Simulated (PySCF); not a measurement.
Theory: σ from GIAO-PBE0/pcSseg-1, geometry: GFN2-xTB, in PySCF 2.14.0 with density-fitted response routines (a single conformation, gas phase, non-relativistic, averaged over atoms made equivalent by symmetry, fast rotation or ring inversion).

Referencing at the same level of theory: 1H, 13C against TMS. Shifts are as computed. Against solution values, carbons near 30 ppm lie about +3 ppm off and those near 130 ppm about +5 ppm. Of 1211 compounds with measured shifts, 218 miss one by over three times the rms of a fit or turn the order of signals round; such compounds aren't used in these exercises. OH and NH positions are gas-phase values without hydrogen bonding to other molecules.

(1) Order these molecules by the shift of their most shielded carbon-bound hydrogen, lowest δ first.
A. O=C(F)c1cccc(C(F)(F)F)c1
B. CC(C)[P@@]1(=N)C[C@H]1C
C. C/C=N\C
D. FC1=C(C(F)(F)F)CC1

(2) Order these molecules by the shift of their most deshielded carbon-bound hydrogen, lowest δ first.
A. FC1=C(C(F)(F)F)CC1
B. O=C(F)c1cccc(C(F)(F)F)c1
C. CC(C)[P@@]1(=N)C[C@H]1C
D. C/C=N\C

(3) How many 13C and 1H signals does each give (equivalence by symmetry and fast rotation, but not about amide C–N or C=N bonds)? `CC(C)[P@@]1(=N)C[C@H]1C`, `FC1=C(C(F)(F)F)CC1`, `O=C(F)c1cccc(C(F)(F)F)c1`, `C/C=N\C`

Answers

(1) B (0.62 ppm, hydrogen on a three-membered-ring carbon), C (1.80 ppm, hydrogen on a methyl carbon), D (2.29 ppm, hydrogen on an allylic sp3 CH2), A (8.01 ppm, hydrogen on an aromatic CH).

(2) C (2.40 ppm, hydrogen on an sp3 CH bonded to P), A (2.80 ppm, hydrogen on an allylic sp3 CH2), D (7.81 ppm, hydrogen on a C=N carbon), B (8.80 ppm, hydrogen on an aromatic CH).

(3) CC(C)[P@@]1(=N)C[C@H]1C: 6 C, 8 H; FC1=C(C(F)(F)F)CC1: 5 C, 2 H; O=C(F)c1cccc(C(F)(F)F)c1: 8 C, 4 H; C/C=N\C: 3 C, 3 H.
